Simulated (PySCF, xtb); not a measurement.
disilanylformaldehyde (CH6OSi2), SMILES [SiH2](C=O)[SiH3].

xtb 6.7.1 with GFN2-xTB at its own geometry gives an orbital gap of 2.42 eV and a dipole moment of 2.83 D.

The structure is a stationary point at B3LYP-D3(BJ)/def2-SVP. Other conformers were not sampled.

Q: What does PBE/def2-TZVP (PySCF) give? (An estimate is asked for; the answer gives what the named calculation found.)

A: gap 2.77 eV (levels -5.68 and -2.91 eV), dipole 1.96 D.
